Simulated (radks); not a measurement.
Values are calculated unless marked as measured or tabulated.
The platinum ion Pt+, 77 electrons, occupied as [Xe] 4f14 5d9. Code: a radial shooting solver on a logarithmic mesh with Libxc functionals. Model: scalar-relativistic Kohn-Sham, r2SCAN, spin-unpolarised, spherical densities, finite nucleus; meta-GGA in the generalised Kohn-Sham scheme; Fermi nuclear charge, rms radius 5.427 fm.

Normalised radial functions P(r) = r R(r), r in bohr:

r,4d,5p
0.0007457,0.0000,0.0014
0.0009946,0.0000,0.0022
0.001326,0.0001,0.0035
0.001769,0.0001,0.0057
0.00236,0.0002,0.0092
0.003147,0.0005,0.0147
0.004198,0.0011,0.0234
0.005599,0.0025,0.0370
0.007467,0.0053,0.0575
0.00996,0.0113,0.0874
0.01328,0.0237,0.1287
0.01772,0.0485,0.1807
0.02363,0.0962,0.2367
0.03152,0.1822,0.2787
0.04204,0.3243,0.2747
0.05607,0.5302,0.1848
0.07538,0.7767,-0.0161
0.1005,0.9456,-0.2625
0.1341,0.8634,-0.4016
0.1788,0.3661,-0.2510
0.2385,-0.4924,0.1840
0.3182,-1.3250,0.5639
0.4243,-1.6380,0.4481
0.566,-1.3136,-0.1942
0.7549,-0.7156,-0.8812
1.007,-0.2597,-1.1127
1.343,-0.0590,-0.8523
1.791,-0.0075,-0.4372
2.389,-0.0005,-0.1492
3.186,0.0000,-0.0313
4.249,0.0000,-0.0035
5.668,0.0000,-0.0002

4d: eigenvalue -319.55 eV, 1 radial node at r = 0.204 bohr, <r> = 0.468 bohr, 90 % of the charge inside 0.698 bohr. 5p: eigenvalue -65.764 eV, 3 radial nodes at r = 0.0739, 0.214, 0.526 bohr, <r> = 1.11 bohr, 90 % of the charge inside 1.61 bohr.
